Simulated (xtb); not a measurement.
C₃H₁₀OSi₂, SMILES C[Si](C)([SiH3])C=O. All values are semi-empirical tight-binding results from xtb (GFN2-xTB unless named), good for trends rather than for accurate numbers. Coordinates come from a GFN2-xTB optimisation. The structure was generated by enumeration, and PubChem lists no compound with its InChIKey, so it may never have been made. One conformer was computed; it need not be the lowest.

Optimised geometry:

Bonded distances (Å): C1–Si2 1.912, C1–H7 1.087, C1–H8 1.087, C1–H9 1.086, Si2–C3 1.908, Si2–Si4 2.331, Si2–C5 1.927, C3–H10 1.087, C3–H11 1.086, C3–H12 1.088, Si4–H13 1.467, Si4–H14 1.464, Si4–H15 1.467, C5–O6 1.207, C5–H16 1.114. Angles (°): Si2–C1–H7 111.3, Si2–C1–H8 112.2, Si2–C1–H9 110.9, H7–C1–H8 107.5, H7–C1–H9 107.3, H8–C1–H9 107.4, C1–Si2–C3 109.7, C1–Si2–Si4 113.3, C1–Si2–C5 105.7, C3–Si2–Si4 113.3, C3–Si2–C5 106.1, Si4–Si2–C5 108.3, Si2–C3–H10 111.5, Si2–C3–H11 110.4, Si2–C3–H12 111.9, H10–C3–H11 107.8, H10–C3–H12 107.7, H11–C3–H12 107.4, Si2–Si4–H13 112.4, Si2–Si4–H14 112.8, Si2–Si4–H15 110.8, H13–Si4–H14 107.1, H13–Si4–H15 106.4, H14–Si4–H15 106.9, Si2–C5–O6 123.3, Si2–C5–H16 118.0, O6–C5–H16 118.7.
Charge 0, spin multiplicity 1.

**Question.** Estimate the properties. (Estimate from the structure and the level; the computed values follow.)

**Answer.** 
```json
{
 "orbital_gap": "2.35 eV",
 "dipole_moment": "2.94 D",
 "zero_point_energy": "71.9 kcal/mol",
 "G − E(el) at 298.15 K (modified RRHO)": "48.0 kcal/mol",
 "static polarisability (D4 model)": "96.2 bohr³",
 "solvation energy, GFN2-xTB/ALPB(water)": "-2.8 kcal/mol",
 "solvation energy, GFN2-xTB/ALPB(ch2cl2)": "-7.4 kcal/mol"
}
```

**Question.** Give the atomic charges and the Wiberg bond orders between heavy atoms. (The exact figures need the calculation; the answer reports its results.)

**Answer.** charges (e) C1 -0.21, Si2 0.38, C3 -0.20, Si4 0.37, C5 0.09, O6 -0.34, H7 0.03, H8 0.04, H9 0.03, H10 0.03, H11 0.04, H12 0.05, H13 -0.10, H14 -0.10, H15 -0.11, H16 0.00. Bond orders C1–Si2 0.90, Si2–C3 0.92, Si2–Si4 0.81, Si2–C5 0.81, C5–O6 1.96.
